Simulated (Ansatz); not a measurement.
Mulliken charges of C3H2F4, SMILES `FCC(F)=C(F)F` from ωB97M-V/def2-TZVPP in Ansatz (PBE0-D4/def2-TZVP geometry).

```csv
atom,x (Å),y (Å),z (Å),charge (e)
F1,-1.100,-1.812,-0.194,-0.219
C2,0.107,-1.135,-0.188,0.065
C3,-0.019,0.170,0.484,0.079
F4,-0.146,0.146,1.816,-0.185
C5,-0.012,1.348,-0.126,0.362
F6,0.099,1.495,-1.424,-0.154
F7,-0.103,2.497,0.485,-0.142
H8,0.433,-0.998,-1.220,0.094
H9,0.830,-1.758,0.348,0.099
```

Task: By hand: the dipole of these point charges (1 e Å = 4.8032 D).

Result: Σ q r = (0.391, -0.055, -0.243) e Å, of length 0.464 e Å = 2.23 D.

Task: How does the dipole of the full density compare? (Best estimate.)

Result: Ansatz gave: (0.340, -0.006, -0.186) e Å, 1.86 D; the point charges give 1.20 times that, at 7° from its direction.

Point charges leave out the atoms' own dipoles, such as those of lone pairs, and Mulliken's split depends on the basis, so the two needn't agree.
